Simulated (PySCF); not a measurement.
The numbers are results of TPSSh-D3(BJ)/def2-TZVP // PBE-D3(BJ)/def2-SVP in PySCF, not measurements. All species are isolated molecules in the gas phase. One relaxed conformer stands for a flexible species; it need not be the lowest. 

Reference species: [Cd(NH2)2] (neutral, multiplicity 1).

```json
{
  "HOMO–LUMO gap": "4.93 eV",
  "coordination_number": "2",
  "charge on the central atom (Mulliken)": "0.73 e"
}
```

Changed species: [Cd(NH2)(Br)] (1 of 2 NH2 replaced by Br; the reference has 0 of 2 NH2 replaced by Br).

What does the change do to the HOMO–LUMO gap, coordination number and charge on the central atom (Mulliken)?

the HOMO–LUMO gap drops by 0.13 eV, to 4.80 eV; the coordination number stays essentially unchanged; the charge on the central atom (Mulliken) stays essentially unchanged.
